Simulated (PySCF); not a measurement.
Molecule: diphosphane, P$_{2}$H$_{4}$, charge 0, multiplicity 1. 
Structure (B3LYP-D3(BJ)/def2-TZVP (Ansatz) minimum search):
```xyz
6

P     -1.0203    -0.4713    -0.0535
P      1.0203     0.4711     0.0549
H     -1.5176     0.2567     1.0604
H     -1.5148     0.4895    -0.9757
H      1.5219    -0.4987     0.9637
H      1.5105    -0.2449    -1.0699
```
Charge 0, spin multiplicity 1.

Dispersion corrections to the total energy (kcal/mol) from the dftd3 and dftd4 libraries through PySCF: D3(BJ) without and D4 with the three-body term, each with the damping fitted for the functional named.

```json
[
 {"functional": "r2SCAN", "D3(BJ)": "-0.70", "D4": "(withheld)"},
 {"functional": "HF", "D3(BJ)": "-25.29", "D4": "-9.30"},
 {"functional": "CAM-B3LYP", "D3(BJ)": "-2.24", "D4": "-2.09"},
 {"functional": "TPSS", "D3(BJ)": "(withheld)", "D4": "-3.36"},
 {"functional": "LC-wPBE", "D3(BJ)": "-2.68", "D4": "-2.80"},
 {"functional": "B2PLYP", "D3(BJ)": "(withheld)", "D4": "-1.70"},
 {"functional": "revPBE", "D3(BJ)": "-6.93", "D4": "-7.73"}
]
```

Task: What belongs in the gaps?

Result: 
- r2SCAN, D4: -0.54
- TPSS, D3(BJ): -3.50
- B2PLYP, D3(BJ): -2.47
